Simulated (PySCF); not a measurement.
Isobutyl formate, C₅H₁₀O₂.
Atom-mapped SMILES: `[CH3:1][CH:2]([CH3:3])[CH2:4][O:5][CH:6]=[O:7]` (hydrogens: H8, H9, H10 on C1; H11 on C2; H12, H13, H14 on C3; H15, H16 on C4; H17 on C6)

Computed geometry: GFN2-xTB, gas phase.

(1) What internal coordinates does the optimisation give?

Answers

(1) 
| bond | length (Å) |
| --- | --- |
| C1–C2, C2–C3 | 1.526 |
| C2–C4 | 1.532 |
| C4–O5 | 1.432 |
| O5–C6 | 1.318 |
| C6=O7 | 1.196 |
| C1–H8 and 5 like bonds | 1.087 |
| C2–H11 | 1.095 |
| C4–H15, C4–H16 | 1.093 |
| C6–H17 | 1.104 |

Bonds in one row agree within 0.01 Å and their mean is given. A selection of angles:
| angle | degrees |
| --- | --- |
| C2–C1–H8 | 110.6 |
| C2–C1–H9 | 110.3 |
| H8–C1–H9 | 108.6 |
| H8–C1–H10 | 108.4 |
| C1–C2–C3 | 110.9 |
| C1–C2–C4 | 110.4 |
| C1–C2–H11 | 109.2 |
| C4–C2–H11 | 107.8 |
| C2–C4–O5 | 112.0 |
| C2–C4–H15 | 109.9 |
| C2–C4–H16 | 110.7 |
| O5–C4–H15 | 108.7 |
| O5–C4–H16 | 105.3 |
| H15–C4–H16 | 110.0 |
| C4–O5–C6 | 117.1 |
| O5–C6–O7 | 127.3 |
| O5–C6–H17 | 108.6 |
| O7–C6–H17 | 124.2 |

Dihedral angles: C1–C2–C4–O5 -62° (synclinal); C2–C4–O5–C6 -84° (synclinal); C4–O5–C6–O7 -1° (synperiplanar). The mirror-image conformer, all signs reversed, is as good.

O5 (ester single-bonded oxygen) is bent (angle 117.1°). The 3 C–O bonds span 1.196 Å (C6=O7, drawn double) to 1.432 Å (C4–O5, drawn single), a spread of 0.236 Å. Of the pairs four or more bonds apart, O7···H15 is among the closest relative to their van der Waals radii: 2.43 Å, 89 % of the sum of Bondi's values.

Point group: C1 (no symmetry element, even within 0.4 Å). No frequency check. The numbers are those of one conformer.
